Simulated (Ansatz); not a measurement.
Reactions of C$_{2}$H$_{5}$FO$_{2}$Si (`O=COC(F)[SiH3]`).

Isolated molecules relaxed with PBE0-D4/def2-TZVP in Ansatz; ΔE leaves out vibrations. CCSD(T)/CBS adds triple-zeta CCSD(T) − MP2 to the extrapolated MP2 energy (def2 sets, frozen cores). This one scheme is used for every species. Functionals use def2-TZVPP. One conformer a species, not always the lowest.

```csv
reaction,CCSD(T)/CBS(def2) (kJ/mol)
`O=COC(F)[SiH3]` + BH₃ → `BC(F)OC=O` + SiH₄,?
`O=COC(F)[SiH3]` + H₂ → `O=COCF` + SiH₄,-50
`O=COC(F)[SiH3]` + `CSCS` → `CSCS[SiH3]` + `O=COCF`,-89
`O=COC(F)[SiH3]` → `O=COCF` + `[SiH2]`,206
`O=COC(F)[SiH3]` + `OC(F)[SiH3]` → `FC([SiH3])O[SiH3]` + `O=COCF`,-111
`O=COC(F)[SiH3]` + `[CH3][Al]([F])[SH]` → `[CH3][Al]([F])[S][SiH3]` + `O=COCF`,-91
`O=COC(F)[SiH3]` → `O[Si@@H](F)[C@@H]1CO1`,?
`O=COC(F)[SiH3]` + `[SiH3]SS` → `[SiH3]SS[SiH3]` + `O=COCF`,?
`O=COC(F)[SiH3]` → `C=C(F)[SiH](O)O`,-287
`O=COC(F)[SiH3]` + H₂ → `O=COC[SiH3]` + H–F,-99
```

Task: Fill in the missing values. (Best estimate.)

Result: Ansatz gave: `O=COC(F)[SiH3]` + BH₃ → `BC(F)OC=O` + SiH₄: -19.9 kJ/mol; `O=COC(F)[SiH3]` → `O[Si@@H](F)[C@@H]1CO1`: -275.8 kJ/mol; `O=COC(F)[SiH3]` + `[SiH3]SS` → `[SiH3]SS[SiH3]` + `O=COCF`: -90.9 kJ/mol.

Largest T1 diagnostic: 0.015, for `O=COC[SiH3]`.
